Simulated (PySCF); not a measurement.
# Levels of Br³²⁺ from EOM-EA-GCCSD

Reference: closed-shell Br³³⁺, 1s2; one electron is added. Calculated with PySCF 2.14, two-component X2C-1e with screened spin-orbit coupling, an even-tempered Gaussian basis (17 s from 5.5 bohr⁻², ratio 2.6; 11 p from 7.2 bohr⁻², ratio 2.6; 6 d from 7.4 bohr⁻², ratio 2.8; 3 f from 330 bohr⁻², ratio 2.8); frozen nothing; the 34 highest virtual spinors dropped; of the others 52 kept and the rest restored at second order. No Breit or QED terms. Binding energies in eV.

```csv
level,Koopmans
2s1/2,3870.6
2p1/2,3802.8
2p3/2,3742.7
```

How does correlation move these levels?

2s1/2: second order 3870.7, EOM-CCSD 3870.7; 2p1/2: second order 3803.2, EOM-CCSD 3803.2; 2p3/2: second order 3743.1, EOM-CCSD 3743.1.

For comparison, the ionisation energy of Br³²⁺ is 3869.0 eV (theoretical estimate listed by NIST; NIST Atomic Spectra Database, ionization energies).

Only part of the computed levels is shown.
